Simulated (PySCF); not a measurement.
# Ionisation energy of Fe⁹⁺ by level of theory

Fe⁹⁺ [Ne] 3s2 3p5 (2P) → Fe¹⁰⁺ [Ne] 3s2 3p4 (3P), as a difference of total energies. All numbers are calculated (PySCF 2.14, the spin-free X2C one-electron Hamiltonian (Gaussian nucleus), in an uncontracted even-tempered set (19 s from 0.4 bohr⁻², ratio 2.5; 12 p from 0.52 bohr⁻², ratio 2.5; 5 d from 4.4 bohr⁻², ratio 2.7; 4 f from 6.5 bohr⁻², ratio 2.7)). Correlated levels: outer shells: 1s2 frozen; virtual orbitals above 40 to 60 times the deepest correlated orbital energy dropped. The calculations carry no spin-orbit coupling.

| method | ionisation energy (eV) |
| --- | --- |
| UHF | 260.44 |
| LDA | 262.25 |
| PBE | 262.04 |
| PBE0 | 262.06 |
| r2SCAN | 262.21 |
| TPSSh | 262.09 |
| B2PLYP | 261.77 |
| MP2 (outer shells) | 261.36 |
| SCS-MP2 (outer shells) | 261.32 |

Task: How much does correlation contribute at MP2 (outer shells)?

Result: 261.36 − (260.44) = 0.92 eV, measured against UHF.

A first-order spin-orbit estimate (lowest level to lowest level, LS coupling) adds -0.030 eV.

For comparison: 262.1 ± 0.12 eV (semi-empirical (NIST evaluation); NIST Atomic Spectra Database, ionization energies).
